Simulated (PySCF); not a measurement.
Geometry:
```
atom   x (Å)   y (Å)   z (Å)
  C1  -1.900   1.113  -0.654
  C2  -1.239   0.034   0.202
  C3  -1.904  -1.314  -0.048
  C4   0.307  -0.001   0.048
  C5   0.734  -0.161  -1.413
  C6   0.918  -1.124   0.891
  N7   0.788   1.288   0.565
  C8   2.070   1.718   0.571
  O9   3.027   1.141   0.103
 H10  -1.389   2.085  -0.577
 H11  -2.947   1.258  -0.349
 H12  -1.905   0.829  -1.717
 H13  -1.417   0.288   1.266
 H14  -2.995  -1.220   0.055
 H15  -1.705  -1.678  -1.069
 H16  -1.571  -2.086   0.659
 H17   0.311  -1.082  -1.839
 H18   0.402   0.692  -2.021
 H19   1.828  -0.213  -1.475
 H20   0.683  -2.112   0.473
 H21   2.011  -1.013   0.905
 H22   0.546  -1.085   1.928
 H23   0.124   1.859   1.073
 H24   2.164   2.714   1.074
```

Geometry: PBE0-D3(BJ)/def2-SVP; GIAO absolute shieldings from PySCF, gas phase, non-relativistic, averaged over equivalent atoms.

At PBE0/pcSseg-1 (228 basis functions, 34 s wall time on 1 thread of an x86-64 server CPU, shared host):
| atoms | σ (ppm) |
| --- | --- |
| C8 | 22.8 |
| C4 | 129.0 |
| C2 | 143.2 |
| C5/C6 | 162.4 |
| C1/C3 | 166.5 |
| N7 | 101.0 |
| O9 | -99.5 |
| H24 | 23.26 |
| H23 | 27.38 |
| H17/H18/H19/H20/H21/H22 | 29.86 |
| H13 | 30.32 |
| H10/H11/H12/H14/H15/H16 | 30.34 |

Task: What do these become at KT2/pcSseg-1?

Result: 
| atoms | σ at KT2/pcSseg-1 | change |
| --- | --- | --- |
| C8 | 33.2 | +10.4 |
| C4 | 125.2 | -3.8 |
| C2 | 139.7 | -3.5 |
| C5/C6 | 161.0 | -1.4 |
| C1/C3 | 165.1 | -1.4 |
| N7 | 99.8 | -1.2 |
| O9 | -76.3 | +23.2 |
| H24 | 23.18 | -0.08 |
| H23 | 27.44 | +0.06 |
| H17/H18/H19/H20/H21/H22 | 29.69 | -0.17 |
| H13 | 30.11 | -0.21 |
| H10/H11/H12/H14/H15/H16 | 30.23 | -0.11 |

The largest change is at O9 (amide-type carbonyl oxygen). Cost: 228 basis functions, 51 s wall time on 1 thread of an x86-64 server CPU, shared host. The order of the carbon signals is the same at both levels.

Hydrogen bonding in solution deshields acid and N–H amide carbonyl carbons by as much as 10 ppm beyond these values. The carbons averaged at δ 22.0 differ by 8 ppm in this conformer.
